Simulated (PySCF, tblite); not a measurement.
C3H11FOSi3.
Z-matrix (Å and degrees, GFN2-xTB geometry), rows numbered from 1:
```
C 
Si  1  1.9011
C   2  1.9027  1  108.57
Si  2  2.3342  1  111.01  3  -120.46
Si  4  2.3160  2  113.54  1    78.96
F   5  1.6250  4  114.64  2  -155.19
C   5  1.9123  4  109.82  2   -42.06
O   7  1.2090  5  123.63  4    43.44
H   1  1.0864  2  110.36  3    58.58
H   1  1.0865  2  111.55  3   -60.74
H   1  1.0862  2  111.83  3   178.72
H   2  1.4783  1  108.26  3   117.24
H   3  1.0863  2  110.46  1   -56.72
H   3  1.0862  2  111.40  1    62.54
H   3  1.0864  2  111.91  1  -177.05
H   4  1.4752  2  112.39  1  -160.34
H   4  1.4760  2  112.78  1   -44.27
H   5  1.4611  4  122.43  2    82.39
H   7  1.1119  5  117.61  4  -134.97
```

Method used: PBE0/pcSseg-1 in PySCF (dipole) on a GFN2-xTB geometry, gas phase.

Take the most abundant isotopes and a rigid rotor. The values belong to one conformer with, in the numbering `[CH3:1][SiH:2]([CH3:3])[SiH2:4][Si@@H:5]([F:6])[CH:7]=[O:8]`, C1–Si2–Si4–Si5 79°, Si2–Si4–Si5–F6 -155°, Si4–Si5–C7–O8 43°.

Task: Give the principal moments of inertia and the rotational constants in MHz.

Result: Ia = 312.73, Ib = 706.92, Ic = 831.67 u·Å²; 505379 MHz·u·Å²/I gives A = 1616, B = 714.9, C = 607.7 MHz.

Task: Classify the top.

Result: An asymmetric top: κ = (2 × 714.9 − 1616 − 607.7)/(1616 − 607.7) = -0.79.

Task: What does the inertial defect say?

Result: Not planar: Δ = Ic − Ia − Ib = -187.97 u·Å². For a rigid frame Δ = −2 Σ m c², so Σ m c² = 93.99 u·Å² lies off the ab plane: 28.55 from hydrogen and 65.44 from heavier atoms. The atom farthest from that plane is 2.50 Å away.

Task: Give the other two planar moments, Paa and Pbb, and the rms extents of the mass along the axes.

Result: Paa = Σ m a² = (Ib + Ic − Ia)/2 = 612.93 and Pbb = Σ m b² = (Ia + Ic − Ib)/2 = 218.74 u·Å². With the mass M = 166.01 u, the rms extents √(P/M) along a, b and c are 1.92, 1.15, 0.75 Å.

Task: Give the coordinates in the principal-axis frame, origin at the centre of mass.

Result: The sense of each axis is arbitrary; atoms in the order of the calculation.
| atom | mass (u) | a (Å) | b (Å) | c (Å) |
| --- | --- | --- | --- | --- |
| C1 | 12.000 | -2.486 | 0.721 | -1.406 |
| Si2 | 27.977 | -2.139 | -0.503 | 0.006 |
| C3 | 12.000 | -2.196 | 0.444 | 1.656 |
| Si4 | 27.977 | -0.045 | -1.502 | -0.249 |
| Si5 | 27.977 | 1.713 | -0.153 | 0.424 |
| F6 | 18.998 | 3.137 | -0.492 | -0.281 |
| C7 | 12.000 | 1.420 | 1.640 | -0.174 |
| O8 | 15.995 | 0.352 | 2.204 | -0.102 |
| H9 | 1.008 | -1.754 | 1.524 | -1.400 |
| H10 | 1.008 | -3.468 | 1.176 | -1.308 |
| H11 | 1.008 | -2.444 | 0.238 | -2.379 |
| H12 | 1.008 | -3.216 | -1.515 | 0.017 |
| H13 | 1.008 | -1.487 | 1.267 | 1.645 |
| H14 | 1.008 | -3.180 | 0.864 | 1.838 |
| H15 | 1.008 | -1.953 | -0.197 | 2.499 |
| H16 | 1.008 | 0.077 | -2.755 | 0.521 |
| H17 | 1.008 | 0.218 | -1.934 | -1.636 |
| H18 | 1.008 | 2.120 | -0.036 | 1.822 |
| H19 | 1.008 | 2.278 | 2.176 | -0.635 |

Task: Where do the levels up to J = 3 lie, in MHz?

Result: Above 0(0,0):
J = 1: 1(0,1) 1323, 1(1,1) 2224, 1(1,0) 2331
J = 2: 2(0,2) 3959, 2(1,2) 4762, 2(1,1) 5083, 2(2,1) 7787, 2(2,0) 7796
J = 3: 3(0,3) 7891, 3(1,3) 8563, 3(1,2) 9206, 3(2,2) 11754, 3(2,1) 11799, 3(3,1) 16534, 3(3,0) 16534

Task: Which types of transition are allowed, and where do some lines up to J = 3 fall?

Result: The dipole components are |μa| = 0.65 D, |μb| = 0.34 D, |μc| = 0.48 D. The squared components, which scale the intensities, stand as 1.00 : 0.28 : 0.54 (a : b : c). Some lines, for components of 0.1 D or more:

```
type  branch         J(Ka,Kc)   MHz  lower level (cm⁻¹)
   c       Q  3(1,3) ← 3(0,3)   672               0.263
   b       Q  1(1,0) ← 1(0,1)  1008               0.044
   b       Q  2(1,1) ← 2(0,2)  1125               0.132
   b       Q  3(1,2) ← 3(0,3)  1315               0.263
   a       R  1(0,1) ← 0(0,0)  1323               0.000
   b       R  3(1,2) ← 2(2,1)  1419               0.260
   b       R  2(0,2) ← 1(1,1)  1735               0.074
   c       R  1(1,0) ← 0(0,0)  2331               0.000
   a       R  2(1,1) ← 1(1,0)  2752               0.078
   b       Q  2(2,1) ← 2(1,2)  3025               0.159
   b       R  2(1,2) ← 1(0,1)  3439               0.044
   a       R  3(1,3) ← 2(1,2)  3801               0.159
   a       R  3(0,3) ← 2(0,2)  3932               0.132
   a       R  3(2,2) ← 2(2,1)  3968               0.260
   a       R  3(2,1) ← 2(2,0)  4003               0.260
   a       R  3(1,2) ← 2(1,1)  4123               0.170
   b       R  3(1,3) ← 2(0,2)  4604               0.132
   c       Q  3(3,1) ← 3(2,1)  4735               0.394
   b       Q  3(3,0) ← 3(2,1)  4735               0.394
   b       Q  3(3,1) ← 3(2,2)  4779               0.392
   b       R  2(2,1) ← 1(1,0)  5456               0.078
   c       R  2(2,1) ← 1(1,1)  5563               0.074
   b       R  3(2,2) ← 2(1,1)  6671               0.170
   c       R  3(2,2) ← 2(1,2)  6993               0.159
   b       R  3(3,1) ← 2(2,0)  8738               0.260
   c       R  3(3,0) ← 2(2,0)  8738               0.260
   c       R  3(3,1) ← 2(2,1)  8747               0.260
   b       R  3(3,0) ← 2(2,1)  8747               0.260
```

Its GFN2-xTB frequencies are all real (lowest 18 cm⁻¹). Zero-point vibration and centrifugal distortion are left out. A rigid rotor knows nothing of internal rotation, which can split or shift real lines.

The run took 76 s on Arm Neoverse N1, one thread, no GPU, shared host, and the process peaked at 1.0 GiB of memory. This is the PBE0/pcSseg-1 job that gave the dipole, with the shieldings it also computed.
